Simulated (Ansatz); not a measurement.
`[TeH]B1N[SiH2]1` + CH₄ → `CB1N[SiH2]1` + H₂Te at 298.15 K and 1 bar (formal exchange of groups at a B–Te bond).

Isolated molecules relaxed with PBE0-D4/def2-TZVP in Ansatz; ΔE leaves out vibrations. CCSD(T)/CBS adds triple-zeta CCSD(T) − MP2 to the extrapolated MP2 energy (def2 sets, frozen cores). This one scheme is used for every species. Elements past krypton have def2 core potentials. For Te outer-core shells are correlated without core-valence functions, which leaves a few kJ/mol of doubt a bond.

```tsv
species	CCSD(T)/CBS energy (Eh)	H − E (kJ/mol)	S (J/(mol·K))
`[TeH]B1N[SiH2]1`	-638.72259	133.0	332.5
CH₄	-40.46206	127.4	186.2
`CB1N[SiH2]1`	-410.25190	209.3	310.2
H₂Te	-268.91024	41.3	228.4
```

H − E and S are ideal-gas, rigid-rotor, harmonic terms from PBE0-D4/def2-TZVP. 1 Eh = 2625.50 kJ/mol, R = 8.31446 J/(mol·K).

Problem. By hand: ΔE, ΔH, ΔS and ΔG.

Solution. ΔE = (-410.25190) + (-268.91024) − (-638.72259) − (-40.46206) = 0.02251 Eh = 59.1 kJ/mol. Δ(H − E) = 209.3 + 41.3 − 133.0 − 127.4 = -9.8, so ΔH = 49.3 kJ/mol. ΔS = 310.2 + 228.4 − 332.5 − 186.2 = 19.9 J/(mol·K). ΔG = 49.3 − 298.15 × (19.9)/1000 = 43.4 kJ/mol.

Problem. By hand: the equilibrium constant, and the temperature at which ΔG would vanish if ΔH and ΔS stayed fixed.

Solution. log₁₀ K = −ΔG/(RT ln 10) = -7.6. ΔG = 0 at ΔH/ΔS = 2477 K, though so small a ΔS makes that figure unsure.

ΔH outweighs TΔS. A doubt of 5 kJ/mol in ΔE shifts log₁₀ K by 0.9 here. These are equilibria of isolated gas molecules and say nothing of rates. Largest T1 diagnostic: 0.013 (customary marks: 0.02 for closed shells, 0.045 for open ones).
